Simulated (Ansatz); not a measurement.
```xyz
12

C     1.047   -1.013    1.475
In    0.226    0.118   -0.138
C     0.812    1.373   -1.756
N    -1.841   -0.041   -0.150
C    -2.754   -0.553    0.434
O    -3.683   -1.030    0.971
H     2.133   -0.943    1.514
H     0.755   -2.058    1.356
H     0.625   -0.647    2.412
H     1.888    1.361   -1.919
H     0.493    2.394   -1.541
H     0.299    1.040   -2.659
```

Total charge 0; spin multiplicity 1. In: def2 effective core potential.

Task: List the PBE/def2-TZVPP orbital energies in eV (the Gaussian-basis code of Ansatz). (Estimate.)

Result: The calculation gave: Occupied: -510.41, -379.92, -271.08, -269.07, -269.05, -121.99, -79.78, -79.47, -79.39, -26.65, -22.09, -19.22, -18.89, -18.85, -18.81, -18.81, -16.88, -16.84, -11.96, -11.11, -10.32, -10.23, -10.06, -10.06, -9.97, -9.91, -8.38, -7.05, -6.39, -6.20. Lowest empty: -2.05, -1.35, -0.11, 0.17, 0.67, 1.08, 1.49, 1.66.
